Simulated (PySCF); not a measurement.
## Partial charges of `C=C(C#N)OCC`

Species: C5H7NO.
Structure used (GFN2-xTB), in Å, numbered top down from 1:
```
atom  x, y, z in Å
C1    -1.128    1.795    1.461
C2    -0.865    0.658    0.808
C3    -1.791   -0.421    0.900
N4    -2.543   -1.282    0.982
O5     0.258    0.509    0.063
C6     0.449   -0.735   -0.593
C7     1.760   -0.658   -1.356
H8    -0.447    2.625    1.409
H9    -2.022    1.898    2.046
H10   -0.386   -0.930   -1.280
H11    0.481   -1.548    0.146
H12    1.939   -1.596   -1.872
H13    1.718    0.149   -2.083
H14    2.579   -0.465   -0.668
```

Density: PBE0/pcSseg-1 (PySCF); schemes: Mulliken, IAO, Hirshfeld and ESP-fitted. Geometry: GFN2-xTB, one conformer, isolated molecule.

Question: Which atoms carry the highest charge in the Mulliken, IAO, Hirshfeld and ESP-fitted schemes?

Answer: The schemes don't all agree: Mulliken C2 and H9 (+0.146); IAO H9 (+0.176); Hirshfeld C2 (+0.084); ESP-fitted C6 (+0.365).

Question: For which atoms does the sign change between the 4 schemes (beyond +0.03 e in one, beyond −0.03 e in another)?

Answer: C6.

Question: Do the Mulliken, IAO, Hirshfeld and ESP-fitted schemes agree on where the charge is lowest?

Answer: The schemes don't all agree: Mulliken O5 (-0.468); IAO C7 (-0.422); Hirshfeld N4 (-0.203); ESP-fitted C1 (-0.595).

Question: Give the atomic charges in each scheme.

Answer: In e:

```json
{"atom": "C1", "environment": "terminal =CH2 carbon", "Mulliken": "-0.127", "IAO": "-0.336", "Hirshfeld": "-0.104", "ESP-fitted": "-0.595"}
{"atom": "C2", "environment": "vinylic carbon bearing oxygen", "Mulliken": "+0.146", "IAO": "+0.165", "Hirshfeld": "+0.084", "ESP-fitted": "+0.215"}
{"atom": "C3", "environment": "nitrile carbon", "Mulliken": "+0.050", "IAO": "+0.111", "Hirshfeld": "+0.079", "ESP-fitted": "+0.349"}
{"atom": "N4", "environment": "nitrile nitrogen", "Mulliken": "-0.230", "IAO": "-0.222", "Hirshfeld": "-0.203", "ESP-fitted": "-0.447"}
{"atom": "O5", "environment": "ether oxygen", "Mulliken": "-0.468", "IAO": "-0.329", "Hirshfeld": "-0.098", "ESP-fitted": "-0.321"}
{"atom": "C6", "environment": "sp3 carbon bound to oxygen", "Mulliken": "-0.039", "IAO": "-0.051", "Hirshfeld": "+0.012", "ESP-fitted": "+0.365"}
{"atom": "C7", "environment": "methyl carbon", "Mulliken": "-0.250", "IAO": "-0.422", "Hirshfeld": "-0.117", "ESP-fitted": "-0.502"}
{"atom": "H8", "environment": "vinylic hydrogen", "Mulliken": "+0.138", "IAO": "+0.174", "Hirshfeld": "+0.059", "ESP-fitted": "+0.251"}
{"atom": "H9", "environment": "vinylic hydrogen", "Mulliken": "+0.146", "IAO": "+0.176", "Hirshfeld": "+0.060", "ESP-fitted": "+0.245"}
{"atom": "H10", "environment": "methylene hydrogen", "Mulliken": "+0.131", "IAO": "+0.137", "Hirshfeld": "+0.041", "ESP-fitted": "+0.012"}
{"atom": "H11", "environment": "methylene hydrogen", "Mulliken": "+0.130", "IAO": "+0.137", "Hirshfeld": "+0.041", "ESP-fitted": "+0.012"}
{"atom": "H12", "environment": "methyl hydrogen", "Mulliken": "+0.122", "IAO": "+0.153", "Hirshfeld": "+0.053", "ESP-fitted": "+0.133"}
{"atom": "H13", "environment": "methyl hydrogen", "Mulliken": "+0.125", "IAO": "+0.153", "Hirshfeld": "+0.046", "ESP-fitted": "+0.142"}
{"atom": "H14", "environment": "methyl hydrogen", "Mulliken": "+0.125", "IAO": "+0.153", "Hirshfeld": "+0.046", "ESP-fitted": "+0.142"}
```

Mean size of the charges over all atoms: ESP-fitted 0.266 e, IAO 0.194 e, Mulliken 0.159 e, Hirshfeld 0.074 e. Each set sums to the total charge, 0, to within 0.001 e. The Mulliken scheme gives each basis function's population to the atom it is centred on and halves the overlap population of two atoms between them. The ESP scheme is a least-squares fit of atom-centred charges to the potential on four shells outside the van der Waals surface, with the total charge fixed.

Question: Sum the charges by element, for elements with more than one atom.

Answer: 
| element | atoms | Mulliken | IAO | Hirshfeld | ESP-fitted |
| --- | --- | --- | --- | --- | --- |
| C | 5 | -0.219 | -0.533 | -0.046 | -0.168 |
| H | 7 | +0.918 | +1.083 | +0.347 | +0.937 |

Question: How many electrons does the IAO scheme count on C7?

Answer: Z − q = 6 − (-0.422) = 6.422.

The run behind these numbers computed NMR shieldings as well. Time: 29 s of wall time (grids of density and orbitals included); peak memory 0.72 GiB. Hardware: an Intel Xeon Platinum 8375C at 2.90 GHz with one thread, no GPU, shared host.
